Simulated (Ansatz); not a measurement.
The lowest singlet and triplet of C2HN (SMILES [CH]C#N); geometries from B3LYP-D3(BJ)/def2-TZVP, each state relaxed from the structure named, with no frequency check, low spin by broken symmetry.
Singlet (charge 0, multiplicity 1):
```xyz
4

C     -1.179     0.210     0.291
C      0.085    -0.019    -0.018
N      1.215    -0.126    -0.361
H     -1.937    -0.265     0.889
```
Triplet (charge 0, multiplicity 3):
```xyz
4

C     -1.17131    -0.05933     0.30242
C      0.08255     0.00698    -0.01514
N      1.22504     0.03525    -0.37543
H     -2.04273     0.06735     0.90433
```

A positive gap puts the triplet lower; no zero-point energy. R- takes a restricted singlet, here one determinant of a half-filled degenerate or near-degenerate pair, which mixes singlet states. U- takes an unrestricted singlet (broken symmetry where lower, unprojected). The triplet is unrestricted in single-reference levels. Active spaces average the two states.

Correlated levels freeze the cores.

The values were computed with Ansatz (a program for electronic structure) with Gaussian orbitals. Values without a source in brackets are computed.

Problem. Estimate the gap E(singlet) − E(triplet), adiabatic that FIC-MRCISD+Q on SA-CASSCF(6,6)/cc-pVTZ returns for this input.

Solution. 17.4 kcal/mol

Problem. What is the computed gap E(singlet) − E(triplet), adiabatic (U-B2PLYP/def2-TZVPP (spin-contaminated))?

Solution. 7.5 kcal/mol

Problem. Estimate the gap E(singlet) − E(triplet), adiabatic that R-PBE0/def2-TZVPP returns for this input.

Solution. 24.5 kcal/mol

Doubts at one or more of the structures used: a restricted determinant that unrestricted orbitals would lower (R-PBE0/def2-TZVPP).
